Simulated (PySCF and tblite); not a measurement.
Values are calculated unless marked as measured or tabulated.
System: C6H7ClF2O, numbered as in [F:1][CH:2]([F:3])[C@@:4]12[CH2:5][C@@H:6]([Cl:7])[CH2:8][C@@H:9]1[O:10]2.

The path came from a restrained scan, a climbing-image band and a saddle search at GFN2-xTB; energies are PBE0/pcSseg-1 + D3(BJ)//GFN2-xTB, thermal terms GFN2-xTB. Rates follow Eyring's equation with the number of equivalent paths and no tunnelling. Run with tblite and PySCF.

Problem. Estimate the barrier and the room-temperature rate of the rotation about the C2–C4 bond (torsion F1–C2–C4–C5 from -73° to 68°, rising).

Solution. The electronic barrier is 4.4 kcal/mol and ΔG‡(298 K) 5.0 kcal/mol, over a C1 saddle with an imaginary mode of 46i cm⁻¹ (GFN2-xTB). With 1 equivalent path, k is 1.3×10⁹ s⁻¹, a mean lifetime of the start of 760 ps against this motion. The end lies 1.3 kcal/mol above the start in free energy.
